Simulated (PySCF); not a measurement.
**Electron correlation in P⁺ (phosphorus, charge +1)**

[Ne] 3s2 3p2, high-spin 3P determinant. Calculation: PySCF 2.14, in aug-cc-pVDZ-DK (5s4p2d, 27 functions); the spin-free X2C one-electron Hamiltonian (Gaussian nucleus). Frozen: [Ne]; 4 electrons correlated.

MP2 pair energies summed by pair of shells (mhartree):

| pair | energy | share (%) |
| --- | --- | --- |
| 3s-3p | -30.25 | 60.2 |
| 3s-3s | -14.63 | 29.1 |
| 3p-3p | -5.38 | 10.7 |

Total MP2 correlation energy: -50.26 mhartree.

Same-spin part -8.37 and opposite-spin part -41.89 mhartree; SCS-MP2 scales them by 1/3 and 6/5 to -53.05 mhartree.

| level | correlation energy (mhartree) |
| --- | --- |
| CCSD | -70.96 |
| (T) | -1.04 |
| CCSD(T) | -72.00 |

Diagnostics: T1 = 0.0085, D1 = 0.0232, largest double amplitude 0.104.

Task: Is a single reference adequate?

Result: Mostly. T1 lies below 0.03, but a double amplitude of this size points to a near-degeneracy that CCSD handles and MP2 describes poorly.
